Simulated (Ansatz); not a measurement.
Ansatz results at the PBE0-D4/def2-TZVP geometry: HOMO energy (PBE/def2-TZVPP) -6.87 eV; HOMO–LUMO gap (PBE/def2-TZVPP) 5.92 eV; HOMO–LUMO gap (B3LYP/def2-TZVPP) 7.51 eV.

Task: Which molecule gave them?
A. `[F][GeH2][CH2][GeH3]`
B. `[CH3][GeH]([F])[GeH3]`
C. `C[O][GeH]([F])[O]C`
D. `[SH][GeH3]`

Result: B. The others give `C[O][GeH]([F])[O]C`: -6.70, 6.12, 8.22; `[SH][GeH3]`: -6.08, 5.18, 6.80; `[F][GeH2][CH2][GeH3]`: -7.49, 6.59, 8.28.

B3LYP here is the variant with VWN-RPA as its local correlation; programs differ in this.
